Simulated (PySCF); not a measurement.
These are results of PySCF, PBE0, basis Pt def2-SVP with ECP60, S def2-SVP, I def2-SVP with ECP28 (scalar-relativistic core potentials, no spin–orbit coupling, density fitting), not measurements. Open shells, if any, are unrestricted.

Q: What spin state, shape and geometry does isolated PtSI2 take (every ligand bound to Pt)?

A: Formally Pt is in oxidation state +4, d6, with 2 unpaired electrons (the high-spin count would be 4). The Mulliken spin on Pt is 0.45, so most of the spin sits on the ligands and the formal count fails. The polar-tensor charge on Pt, 0.55, is far below the formal one. The lowest minimum found is a triplet of C2v symmetry with Pt–I 2.565 Å (×2), Pt–S 2.095 Å; I–Pt–I 148.4°, I–Pt–S 105.8° (×2). Its harmonic wavenumbers are 51 (a1), 52 (b2), 63 (b1), 174 (a1), 218 (b2), 505 (a1) cm⁻¹ and its dipole moment is 1.24 D.

Only a few start shapes were tried, so a lower isomer may exist. Open d and f shells are described by one determinant, and the ground state may have another occupation or spin. Spin–orbit coupling, left out here, can matter for elements this heavy.
